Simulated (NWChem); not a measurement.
All runs are NWChem calculations. System: C4H8Si, charge 0, spin multiplicity 1, at a geometry optimised with PBE/def2-SVP. The structure started from a generated list of species. Level: MP2/def2-SVP, 9 core orbitals frozen.

Job file:

```
start mol
memory heap 200 mb stack 800 mb global 1000 mb
geometry units angstroms nocenter noautoz
  C      0.720373    -3.029887     0.000000
  C      0.080146    -1.720012     0.000000
  C     -0.473071    -0.626025     0.000000
  C     -1.074681     0.699419     0.000000
  Si     0.246811     2.084596     0.000000
  H      0.433832    -3.622924     0.894279
  H      1.827960    -2.946490     0.000000
  H      0.433832    -3.622924    -0.894279
  H     -1.726506     0.847510    -0.889966
  H     -1.726506     0.847510     0.889966
  H     -0.432572     3.430092     0.000000
  H      1.108999     1.970959     1.226126
  H      1.108999     1.970959    -1.226126
  symmetry group Cs
end
basis spherical
  * library def2-svp
end
scf
  rhf
  nopen 0
  maxiter 100
  thresh 1e-7
  semidirect memsize 60000000 filesize 0
end
mp2
  freeze core 9
end
task mp2 energy
```

Output (cleaned and shortened):

```
             Northwest Computational Chemistry Package (NWChem) 7.3.0
             --------------------------------------------------------

                                NWChem Input Module
                                -------------------

 Scaling coordinates for geometry "geometry" by  1.889725989
 (inverse scale =  0.529177249)

 Turning off AUTOSYM since
 SYMMETRY directive was detected!

                             Geometry "geometry" -> ""
                             -------------------------

 Output coordinates in angstroms (scale by  1.889725989 to convert to a.u.)

  No.       Tag          Charge          X              Y              Z
 ---- ---------------- ---------- -------------- -------------- --------------
    1 C                    6.0000     0.72037300    -3.02988700     0.00000000
    2 C                    6.0000     0.08014600    -1.72001200     0.00000000
    3 C                    6.0000    -0.47307100    -0.62602500     0.00000000
    4 C                    6.0000    -1.07468100     0.69941900     0.00000000
    5 Si                  14.0000     0.24681100     2.08459600     0.00000000
    6 H                    1.0000     0.43383200    -3.62292400     0.89427900
    7 H                    1.0000     1.82796000    -2.94649000     0.00000000
    8 H                    1.0000     0.43383200    -3.62292400    -0.89427900
    9 H                    1.0000    -1.72650600     0.84751000    -0.88996600
   10 H                    1.0000    -1.72650600     0.84751000     0.88996600
   11 H                    1.0000    -0.43257200     3.43009200     0.00000000
   12 H                    1.0000     1.10899900     1.97095900     1.22612600
   13 H                    1.0000     1.10899900     1.97095900    -1.22612600

 Effective nuclear repulsion energy (a.u.)     188.8178545593

            Nuclear Dipole moment (a.u.)
            ----------------------------
        X                 Y               Z
 ---------------- ---------------- ----------------
    -0.0000113384     0.0000113384     0.0000000000

      Symmetry information
      --------------------
[...]
     1   1 0 0     -0.078891      0.000000     -0.000011
     1   0 1 0     -0.150996      0.000000      0.000011
     1   0 0 1      0.000000      0.000000      0.000000

     2   2 0 0    -29.676700      0.000000     87.861666
     2   1 1 0     -2.378810      0.000000    -64.354735
     2   1 0 1      0.000000      0.000000      0.000000
     2   0 2 0    -27.355810      0.000000    695.859261
     2   0 1 1      0.000000      0.000000      0.000000
     2   0 0 2    -30.679361      0.000000     22.106026

                   NWChem MP2 Semi-direct Energy/Gradient Module
                   ---------------------------------------------

  Basis functions       =    114
  Molecular orbitals    =    114
  Frozen core           =      9
  Frozen virtuals       =      0
  Active alpha occupied =     14
  Active beta occupied  =     14
  Active alpha virtual  =     91
  Active beta virtual   =     91
  Use MO symmetry       = T
  Use skeleton AO sym   = T

  AO/Fock/Back tols     =   1.0D-09  1.0D-09  1.0D-09

 GA uses MA = F    GA memory limited = T

 Available:
  local mem=  1.15D+08
 global mem=  1.31D+08
 local disk=  0.00D+00
  mp2_memr nvloc                    91
  nvloc new                    91
   1 passes of  14:        3145728                      58998                  25149905.
   1 passes of  14: M    114663538           G      131046008           F     111517810.

 Semi-direct pass number   1 of   1  for RHF alpha+beta  at        3.7s
  vrange nnbf                  5801
  mp2_eaftype                    95  avail_ma_in_mb                   999
 EAF : mp2_eaftype filesize          95   12574953.
  mp2_eaf for mointskh                     95
Node 0 wrote     59.1 Mb in      0.0 s     Agg I/O rate:  2068.0 Mb/s
 Done moints_semi at       10.0s
  mp2_eaftype                    95  avail_ma_in_mb                   904
 EAF : mp2_eaftype filesize          95   12574953.
  mp2_eaf for kh                    95
 Done maket at       10.4s
 Done multipass loop at       10.4s

          -------------------------------------------
          SCF energy                -444.798100464261
          Correlation energy          -0.639558657519
          Singlet pairs               -0.424370882794
          Triplet pairs               -0.215187774725
          Total MP2 energy          -445.437659121781
          -------------------------------------------

          ---------------------------------------------------
                    Spin Component Scaled (SCS) MP2
          Same spin pairs                     -0.143458516483
          Same spin scaling factor             0.333333333333
          Opposite spin pairs                 -0.496100141036
          Opposite spin scaling fact.          1.200000000000
          SCS-MP2 correlation energy          -0.643139674738
          Total SCS-MP2 energy              -445.441240138999
          ---------------------------------------------------

 -----------------------
 Performance information
 -----------------------

 Timer overhead =  2.64D-07 seconds/call

               Nr. of calls         CPU time (s)                 Wall time (s)                GFlops
             ---------------    -------------------     ------------------------------   -------------------
Name         Min   Avg   Max    Min     Avg     Max     Min     Avg     Max   Mx/calls   Min     Max     Sum
mp2: moin     1     1     1    6.3     6.3     6.3      6.3     6.3     6.3     6.3      0.0     0.0     0.0
mp2: make     1     1     1   0.48    0.48    0.48     0.48    0.48    0.48    0.48      0.0     0.0     0.0
mp2: tota     1     1     1    6.8     6.8     6.8      6.8     6.8     6.8     6.8      0.0     0.0     0.0

 The average no. of pstat calls per process was 3.00D+00
 with a timing overhead of 7.91D-07s

 Task  times  cpu:       10.4s     wall:       10.4s

 Total times  cpu:       10.4s     wall:       10.4s
```
